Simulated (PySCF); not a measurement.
Gas-phase XPS of `C=[CH][AlH2-][AsH3+]`, computed

Compound: C2H8AlAs.
SMILES with atom numbers: `[CH2:1]=[CH:2][AlH2-:3][AsH3+:4]`

Theory: delta-SCF UKS SCAN, pcX-2 on the ionised atom, pcseg-1 elsewhere, spin-free X2C in PySCF. Binding energies are ΔSCF values: E(core-ionised, relaxed orbitals) − E(ground state) at a fixed geometry, referred to the vacuum level.

Question: What binding energy does each computed site have?

Answer: 
| atom(s) | environment | level | binding energy (eV) | above the level's lowest (eV) | count |
| --- | --- | --- | --- | --- | --- |
| C2 | alkene CH carbon | C 1s | 289.25 | 0.00 | 1 |
| C1 | terminal =CH2 carbon | C 1s | 289.96 | +0.71 | 1 |
| Al3 | aluminium bonded to As, C and 2 H | Al 1s | 1565.54 | 0.00 | 1 |

The listed C 1s values span 0.71 eV, from C2 (bonded to C (double bond), H and Al) to C1 (bonded to C (double bond) and 2 H).

Question: Give the binding energy of C 1s of C1 in hartree and in kJ/mol.

Answer: 289.96 eV = 10.6558 Eh = 27977 kJ/mol.

No level of arsenic is listed. The structure is a single PBE0-D3(BJ)/def2-SVP conformer in the gas phase; no vibrational or solvent corrections.

The values belong to the conformer `[CH2:1]=[CH:2][AlH2-:3][AsH3+:4]`: C1–C2–Al3–As4 91°.
